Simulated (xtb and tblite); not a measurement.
Internal rotation in Zn(OH)2, SMILES [OH][Zn][OH] (H2O2Zn), singlet. Scanned: dihedral O4–Zn1–O2–H3; all other coordinates were relaxed at B3LYP-D3(BJ)/def2-SVP. Points at φ and −φ are mirror images.

Atom numbering (GFN2-xTB optimised geometry, Å):
```
5

Zn    -0.0078     0.1800     0.0205
O      1.2457    -0.1673    -1.0862
H      1.7833     0.5046    -1.5001
O     -1.2150    -0.5148     1.0091
H     -1.8060    -0.0026     1.5567
```

- GFN2-xTB, on its own relaxed geometries (the stored frames are those of B3LYP-D3(BJ)/def2-SVP) (xtb and tblite)

Energies in kcal/mol, each method relative to its own lowest point.

```tsv
φ / °	GFN2-xTB
-160	0.13
-140	0.47
-120	0.93
-100	1.40
-80	1.80
-60	2.10
-40	2.31
-20	2.42
0	2.45
20	2.42
40	2.31
60	2.10
80	1.80
100	1.40
120	0.93
140	0.47
160	0.13
180	0.00
```
